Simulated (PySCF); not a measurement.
Compound: N,N,N',N'-tetramethyl-p-phenylenediamine radical cation, C10H16N2 (charge +1 and doublet state).
Numbering: `[CH3:1][N:2]([CH3:3])[c:4]1[cH:5][cH:6][c:7]([N:8]([CH3:9])[CH3:10])[cH:11][cH:12]1` (hydrogens: H13, H14, H15 on C1; H16, H17, H18 on C3; H19 on C5; H20 on C6; H21, H22, H23 on C9; H24, H25, H26 on C10; H27 on C11; H28 on C12)

Level of theory: PBE0-D3(BJ)/def2-SVP geometry optimisation, gas phase in PySCF 2.14.0.

Question: What internal coordinates does the optimisation give?

Answer: 
```tsv
bond	length (Å)	order
C1–N2 and 3 like bonds	1.452	single
N2–C4, C7–N8	1.349	single
C4–C5, C6–C7	1.427	aromatic
C5–C6	1.369	aromatic
C11–C12	1.369	aromatic
C4–C12, C7–C11	1.427	aromatic
C1–H13 and 5 like bonds	1.099	single
C3–H16, C3–H17, C3–H18	1.099	single
C5–H19, C6–H20	1.089	single
C9–H21, C9–H22, C9–H23	1.099	single
C11–H27, C12–H28	1.089	single
```

Bonds in one row agree within 0.01 Å and their mean is given. Orders are formal, as drawn. A selection of angles:
```tsv
angle	degrees
N2–C1–H13	111.2
N2–C1–H15	109.2
H13–C1–H14	108.8
H13–C1–H15	108.2
C1–N2–C3	118.7
C1–N2–C4	120.7
N2–C3–H16	109.2
N2–C3–H17	111.2
H16–C3–H17	108.3
H17–C3–H18	108.8
N2–C4–C5	121.4
N2–C4–C12	121.5
C5–C4–C12	117.1
C4–C5–C6	121.5
C4–C5–H19	120.3
C6–C5–H19	118.3
N8–C9–H21	111.1
N8–C9–H23	109.2
H21–C9–H22	108.8
H21–C9–H23	108.1
C7–C11–C12	121.4
C7–C11–H27	120.3
C12–C11–H27	118.3
```

Dihedral angles: C1–N2–C4–C5 179° (antiperiplanar); C6–C7–N8–C9 0° (synperiplanar).

The 6 C–N bonds span 1.349 Å (N2–C4, drawn single) to 1.452 Å (N8–C10, drawn single), a spread of 0.103 Å. C4 (carbon bonded to 2 C and N) is planar (angles 121.5°, 121.4° and 117.1°, sum 360.0°, 0.00 Å off the plane of its three neighbours). Of the pairs four or more bonds apart, C3···H19 is among the closest relative to their van der Waals radii: 2.49 Å, 86 % of the sum of Bondi's values. N2 (nitrogen bonded to 3 C) is planar (angles 120.7°, 120.6° and 118.7°, sum 360.0°, 0.00 Å off the plane of its three neighbours). C5 (carbon bonded to 2 C and H) is planar (angles 121.5°, 120.3° and 118.3°, sum 360.0°, 0.00 Å off the plane of its three neighbours). The C–C distances run from 1.369 Å (C11–C12, aromatic) to 1.427 Å (C6–C7, aromatic), a spread of 0.058 Å. C11 (carbon bonded to 2 C and H) is planar (angles 121.4°, 120.3° and 118.3°, sum 360.0°, 0.00 Å off the plane of its three neighbours).

Point group: near D2h, missed by 0.15 Å at most; the miss may be what the optimiser left on a soft mode (Cs holds within 0.08 Å). Stationary, but not proved a minimum. ⟨S²⟩ = 0.763 (exact for a doublet: 0.75).

Hardware: x86-64 server, one thread, on a shared host. Cost: 20 min of wall time. This is the geometry optimisation.
